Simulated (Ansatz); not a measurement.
`[CH3][SnH2][AlH2]` and `[OH][SnH2][AlH2]` differ in one atom or group.

Ansatz, PBE0-D4/def2-TZVP geometries, multiplicity 1. Each molecule was computed in one conformer, which needn't be the lowest.

Elements past krypton have def2 core potentials.

```csv
property,`[CH3][SnH2][AlH2]`
"ideal-gas entropy at 298 K and 1 bar (rigid rotor, harmonic PBE0-D4/def2-TZVP) / J/(mol·K)",368
HOMO energy (PBE/def2-TZVPP) / eV,-6.15
zero-point energy (PBE0-D4/def2-TZVP) / kJ/mol,164.2
HOMO–LUMO gap (ωB97M-V/def2-TZVPP) / eV,8.59
HOMO energy (PBE0/def2-TZVPP) / eV,-7.16
HOMO–LUMO gap (PBE0/def2-TZVPP) / eV,5.03
```

**Question.** What does the change do to each property? (Estimate.)

**Answer.** The calculation gave: 
```tsv
property	`[OH][SnH2][AlH2]`	shift
ideal-gas entropy at 298 K and 1 bar (rigid rotor, harmonic PBE0-D4/def2-TZVP) / J/(mol·K)	358	-10
HOMO energy (PBE/def2-TZVPP) / eV	-6.02	0.13
zero-point energy (PBE0-D4/def2-TZVP) / kJ/mol	104.2	-60.0
HOMO–LUMO gap (ωB97M-V/def2-TZVPP) / eV	8.47	-0.12
HOMO energy (PBE0/def2-TZVPP) / eV	-7.23	-0.07
HOMO–LUMO gap (PBE0/def2-TZVPP) / eV	4.84	-0.19
```

With PBE0 the HOMO falls by 0.07 eV and the LUMO falls by 0.26 eV, so the gap narrows by about 0.19 eV. PBE moves the HOMO by 0.13 eV and ωB97M-V by -0.13 eV. The zero-point energy changes by -60.0 kJ/mol with -6 modes. Modes under 60 cm⁻¹, often nearly free rotors, make the harmonic entropy too high.
